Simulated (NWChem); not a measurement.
Species: GeSiH3I, singlet; SMILES [SiH3][Ge][I]

Program: NWChem. Low-valent species are run as closed-shell singlets; no triplet was tried in these runs. Structure relaxed at the PBE0/def2-SVP level. Not confirmed as a minimum by frequencies. def2 effective core potentials on I; no spin-orbit coupling. B3LYP is NWChem's, with the RPA form of VWN correlation. Ions are spin-unrestricted doublets at the neutral geometry; other ion states weren't tried.

For level B3LYP/def2-SVP:

- vertical ionisation energy, ΔSCF (eV) = 8.34
- −ε(HOMO) (eV) = 6.26

Task: What are these values for level PBE/def2-SVP?

Result: 
| Property | Value |
|---|---|
| vertical ionisation energy, ΔSCF (eV) | 8.17 |
| −ε(HOMO) (eV) | 5.50 |
